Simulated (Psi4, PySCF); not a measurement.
Cl₂Fe (SMILES [Cl][Fe][Cl]), quintet (typed; the unrestricted solution is spin-contaminated), at a GFN2-xTB geometry (such geometries of metal compounds can be far from the true shape), atoms displaced at random by about 0.08 Å a coordinate. Base run: PySCF with PBE/STO-3G, gradient.

Here is a job for PySCF.
```python
from pyscf import gto, scf, dft

mol = gto.M(
    atom='''
Fe    0.40945032   -0.18475081    0.17226212
Cl    1.00564799    0.40153371   -1.56448012
Cl   -1.59060999   -0.10616894    0.95637147
''',
    basis='sto-3g',
    spin=4,
    verbose=4,
)

mf = dft.UKS(mol)
mf.xc = 'pbe'
mf.kernel()
g = mf.nuc_grad_method()
grad = g.kernel()
```

Programs used: Psi4, PySCF; a row that names a program was run with it.

The coordinate followed is y of atom 3.

Variants of this job, named by their change:

| change | dE/dx (Eh/bohr) | net force (Eh/bohr) |
|---|---|---|
| base | 0.006225 | 0.000132 |
| conv_tol = 1e-11 | 0.006225 | 0.000132 |
| code = psi4 | 0.006323 | 0.000486 |
| grids.level = 5; grid_response = off | 0.006290 | 0.000041 |
| grid_response = on | 0.006297 | 0.000000 |
| finite difference step (bohr) = 0.2; conv_tol = 1e-11 | 0.006292 | - |
| grids.level = 5; grid_response = on | 0.006298 | 0.000000 |
| grids.level = 0; grid_response = on | 0.006830 | 0.000000 |
| grids.level = 1; grid_response = off | 0.006983 | 0.001743 |
| density fitting = on | 0.006225 | 0.000132 |
| grids.level = 1; grid_response = on | 0.006271 | 0.000000 |
| finite difference step (bohr) = 1e-3; conv_tol = 1e-11 | 0.006297 | - |

The net force is zero for an exact gradient.

Open shells are given as the SCF converged; they aren't shown to be the lowest states, and a large step between rows can be another state.
